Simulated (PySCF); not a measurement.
acetylene (C2H2), SMILES C#C. Heavy atoms are numbered as in [CH:1]#[CH:2]. Hydrogens are named by the atom that carries them.

The structure is a stationary point at PBE-D3(BJ)/def2-TZVPD.

Level of theory: PBE0/pcSseg-2 (PySCF).

GIAO shieldings, no solvent; atoms alike by connectivity are averaged. δ = σ(ref) − σ: ¹³C against TMS (σ = 186.1 ppm); ¹H against TMS (σ = 31.54 ppm), references at their B3LYP-D3(BJ)/def2-TZVP geometries, non-relativistic.

Task: Estimate the chemical shifts. (Estimate from the structure and the level; the computed values follow.)

Result: 
```json
[
 {"nucleus": "¹³C", "atoms": "C1 (CH)", "count": "2", "δ (ppm)": "78.5"},
 {"nucleus": "¹H", "atoms": "H on C1", "count": "2", "δ (ppm)": "1.54"}
]
```
